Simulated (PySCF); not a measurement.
## Bonding in `CO[SiH](OC)SC`

Species: C3H10O2SSi.
SMILES with atom numbers: `[CH3:1][O:2][SiH:3]([O:4][CH3:5])[S:6][CH3:7]` (hydrogens: H8, H9, H10 on C1; H11 on Si3; H12, H13, H14 on C5; H15, H16, H17 on C7)

Geometry (GFN2-xTB, Å), atoms numbered from 1 in this order:
```xyz
17
C3H10O2SSi angstrom
C     -0.4441    2.3826    0.4391
O     -0.4306    1.3072   -0.4614
Si     0.2735   -0.1382   -0.3677
O      1.7863    0.0380    0.1658
C      2.7036   -0.9513    0.5415
S     -0.7401   -1.4908    0.9638
C     -2.4471   -1.2642    0.3738
H      0.5712    2.6438    0.7389
H     -1.0252    2.1339    1.3304
H     -0.9046    3.2304   -0.0694
H      0.1282   -0.5887   -1.7384
H      2.2256   -1.7064    1.1678
H      3.1176   -1.4343   -0.3458
H      3.5054   -0.4662    1.0984
H     -2.7149   -0.2145    0.4303
H     -3.0874   -1.8525    1.0217
H     -2.5244   -1.6168   -0.6493
```

Bond orders from the PBE0/pcSseg-1 density (PySCF). One conformer (not necessarily the lowest) at the GFN2-xTB geometry, without solvent, vibrations or thermal averaging.

(1) Where do the orders between heavy atoms depart from those drawn in the SMILES?

(2) Set the Mayer orders of the bonds between heavy atoms beside their lengths.

Answers

(1) The largest departure is 0.124, at C1–O2 (drawn single, 0.876). Drawn single, order below 0.88: C1–O2 (0.876).

(2) 
```tsv
bond	drawn as	length (Å)	Mayer order
C1–O2	single	1.403	0.876
O2–Si3	single	1.611	1.035
Si3–O4	single	1.614	1.002
O4–C5	single	1.400	0.886
Si3–S6	single	2.152	0.933
S6–C7	single	1.820	0.996
```

Bonds between the same two heavy elements. C–O: all 2 within 0.02 of one another (0.876 to 0.886). O–Si: lowest Si3–O4 (1.002, 1.614 Å), highest O2–Si3 (1.035, 1.611 Å).

Problem. And the bonds to hydrogen?

Solution. C–H: 0.95 to 0.97 (9 bonds); H–Si: 0.89 (1 bond).

Problem. Sum the orders of all bonds at each heavy atom with more than one neighbour and set the sums beside the valence in the SMILES.

Solution. C1 3.778 (drawn 4), O2 1.911 (drawn 2), Si3 3.861 (drawn 4), O4 1.888 (drawn 2), C5 3.785 (drawn 4), S6 1.929 (drawn 2), C7 3.855 (drawn 4). Orders between atoms that aren't bonded are not in these sums.

For a closed shell the Mayer order of atoms A and B is Σ (PS)μν (PS)νμ over the basis functions μ on A and ν on B, with P the density and S the overlap matrix.
